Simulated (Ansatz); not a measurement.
H₁₂O₆Zn, charge +3, quartet, geometry from GFN2-xTB of the parent state (such geometries of metal compounds can be far from the true shape) (a state made from the parent by changing its charge; the spin is typed, not shown lowest); HF/STO-3G in Ansatz (an electronic-structure program).

The Ansatz input:
Ansatz 0.2 input:
```yaml
crystal:
  periodic: [false, false, false]
  atoms:
    - {symbol: Zn, position_ang: [-0.00000000, -0.00000000, 0.00000000]}
    - {symbol: O, position_ang: [-0.68794774, 1.64064429, -0.92214038]}
    - {symbol: H, position_ang: [-1.49271480, 1.70775651, -1.44990447]}
    - {symbol: H, position_ang: [-0.27738361, 2.51364239, -0.92277461]}
    - {symbol: O, position_ang: [1.57056726, 1.04144287, 0.68120766]}
    - {symbol: H, position_ang: [1.61931982, 1.52897791, 1.51224423]}
    - {symbol: H, position_ang: [2.42176999, 1.15066801, 0.24051186]}
    - {symbol: O, position_ang: [1.03700290, -0.48888826, -1.64345426]}
    - {symbol: H, position_ang: [1.60028365, -1.26373687, -1.75753068]}
    - {symbol: H, position_ang: [1.06793819, 0.00582109, -2.47109831]}
    - {symbol: O, position_ang: [-1.03700290, 0.48888826, 1.64345426]}
    - {symbol: H, position_ang: [-1.60028365, 1.26373687, 1.75753068]}
    - {symbol: H, position_ang: [-1.06793819, -0.00582109, 2.47109831]}
    - {symbol: O, position_ang: [-1.57056726, -1.04144287, -0.68120766]}
    - {symbol: H, position_ang: [-1.61931982, -1.52897791, -1.51224423]}
    - {symbol: H, position_ang: [-2.42176999, -1.15066801, -0.24051186]}
    - {symbol: O, position_ang: [0.68794774, -1.64064429, 0.92214038]}
    - {symbol: H, position_ang: [0.27738361, -2.51364239, 0.92277461]}
    - {symbol: H, position_ang: [1.49271480, -1.70775651, 1.44990447]}
basis:
  gaussian:
    orbitals: STO-3G
hamiltonian:
  xc: hf
total_charge: 3
magnetization: {spin_polarized: true, initial_magnetization: 3}
```

The log (banner, timings and long lists left out):

```
Functional definition: HF
784 factors; integrals over basis functions are off by at most 4.5e-4 eV
mean field evaluation 1: about -59610.6958 eV, gradient 3.0e2 eV
mean field evaluation 2: about -59611.5770 eV, gradient 3.0e2 eV
mean field evaluation 4: about -59047.4348 eV, gradient 2.9e2 eV
mean field evaluation 8: about -60044.6527 eV, gradient 3.5e-1 eV
mean field evaluation 16: about -60045.4738 eV, gradient 2.4e-1 eV
mean field evaluation 32: about -59728.7597 eV, gradient 1.8e2 eV
mean field evaluation 64: about -60045.1013 eV, gradient 2.2e0 eV
mean field evaluation 96: about -60045.5591 eV, gradient 3.4e-1 eV
mean field evaluation 128: about -60025.8663 eV, gradient 2.2e1 eV
mean field evaluation 160: about -59968.5447 eV, gradient 1.2e2 eV
mean field evaluation 192: about -60010.1807 eV, gradient 5.6e1 eV
mean field evaluation 224: about -60003.4747 eV, gradient 5.9e1 eV
mean field evaluation 256: about -60002.8558 eV, gradient 5.9e1 eV
mean field -60045.92499905 eV, -2206.6470431253 hartree, gradient 4.7e-6 eV, S^2 3.752456; 2 other end points of the search recorded, 0 dependent functions left out
reference -60045.92499905 eV, -2206.6470431253 hartree; 45, 42 occupied and 15, 18 virtual orbitals, 784 factors
Total energy: -60045.92499905 eV, -2206.6470431253 hartree
```
